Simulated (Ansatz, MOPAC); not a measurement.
Species: CF3, net charge 1, singlet state. SMILES of the parent species: F[C](F)F

Atoms: F1, C2, F3, F4. Bonds: F1-C2, C2-F3, C2-F4.

Bond lengths (Å) and angles (degrees) optimised at AM1 with MOPAC; HF/STO-3G with Ansatz (a first-principles code); PBE/6-31G* with Ansatz, each started from the B3LYP-D3(BJ)/def2-TZVP structure (Ansatz) of the last column. A row stands for all coordinates that are equal there. 6-31G* holds six Cartesian d functions. No wavenumbers were computed at HF/STO-3G, PBE/6-31G*, so these may be saddle points.

```json
[
 {"coordinate": "F1-C2", "AM1": "1.293", "HF/STO-3G": "1.292", "PBE/6-31G*": "1.254", "B3LYP-D3(BJ)/def2-TZVP": "1.236"},
 {"coordinate": "F1-C2-F3", "AM1": "120.0", "HF/STO-3G": "120.0", "PBE/6-31G*": "120.0", "B3LYP-D3(BJ)/def2-TZVP": "120.0"}
]
```

Mean signed difference of all 3 bond lengths from B3LYP-D3(BJ)/def2-TZVP: AM1 0.057 Å, HF/STO-3G 0.056 Å, PBE/6-31G* 0.019 Å.
